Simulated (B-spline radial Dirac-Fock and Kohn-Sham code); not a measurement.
Z = 58 (cerium), transition energy 186 keV. Calculated with a radial B-spline solver, using a Dirac-Hartree-Slater potential of the neutral atom with a Latter tail (no hole, which puts coefficients of high multipoles low close above an edge), finite nucleus with surface currents. Subshells that would emit electrons below 1 keV are left out.

Q: A pure transition shows α(K) = 0.176, L1/L2 = 1.16 and L1/L3 = 1.28. What is its multipolarity?
A. M3
B. E3
C. E2
D. M1
E. M4
F. E4
G. M2
H. E1

A: C. For comparison, α(K), L1/L2, L1/L3 are E1 0.0380, 9.38, 7.54; E3 0.700, 0.256, 0.335; E4 2.71, 0.0932, 0.132; M1 0.179, 14.3, 69.4; M2 1.02, 8.69, 10.9; M3 4.79, 5.75, 2.72; M4 22.2, 4.21, 1.21.
